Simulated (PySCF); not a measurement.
**Working out the excitation energy of Ca**

Ca [Ar] 4s2 (1S) → Ca [Ar] 4p2 (3P). All numbers are calculated (PySCF 2.14, no relativity, point nucleus, in def2-TZVPPD). Frozen: [Ne]. Energies in hartree (1 hartree = 27.21139 eV):

```tsv
part	Ca (lower)	Ca (upper)
UHF	-676.745801	-676.594139
MP2 opposite-spin	-0.145997	-0.121480
MP2 same-spin	-0.055403	-0.053598
```

What does Hartree-Fock give?

(-676.594139) − (-676.745801) = 0.151662 hartree = 4.127 eV.

What do MP2 and SCS-MP2 (6/5 opposite-spin, 1/3 same-spin) give?

The opposite-spin parts differ by 0.667 eV and the same-spin parts by 0.049 eV. MP2: 4.127 + (0.667) + (0.049) = 4.843 eV. SCS-MP2: 4.127 + 1.2 × (0.667) + (0.049)/3 = 4.944 eV.

Measured between the centres of the two terms (NIST): 4.774 eV, so MP2 (valence and next inner shell) is off by 0.069 eV.

The calculation is non-relativistic.

What remains against the reference includes basis incompleteness, the frozen core and correlation beyond second order.
